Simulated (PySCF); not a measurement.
# Excitation energy of V²⁺ by level of theory

V²⁺ [Ar] 3d3 (4F) → V²⁺ [Ar] 3d2 4p1 (high-spin determinant), as a difference of total energies. Computed with PySCF 2.14 in def2-TZVPPD, with the non-relativistic Hamiltonian (point nucleus). Correlated levels: valence and next inner shell: [Ne] frozen. The calculations carry no spin-orbit coupling.

```json
{"method": "UHF", "excitation energy (eV)": "10.372"}
{"method": "MP2 (valence and next inner shell)", "excitation energy (eV)": "10.882"}
{"method": "SCS-MP2 (valence and next inner shell)", "excitation energy (eV)": "10.725"}
{"method": "CCSD (valence and next inner shell)", "excitation energy (eV)": "10.728"}
{"method": "CCSD(T) (valence and next inner shell)", "excitation energy (eV)": "10.717"}
```

How much does correlation contribute at CCSD(T) (valence and next inner shell)?

10.717 − (10.372) = 0.345 eV, measured against UHF.

A first-order spin-orbit estimate (lowest level to lowest level, LS coupling) adds -0.030 eV.

The determinant of the upper state mixes LS terms, which raises its energy above the lowest term, most at the Hartree-Fock and MP2 levels.
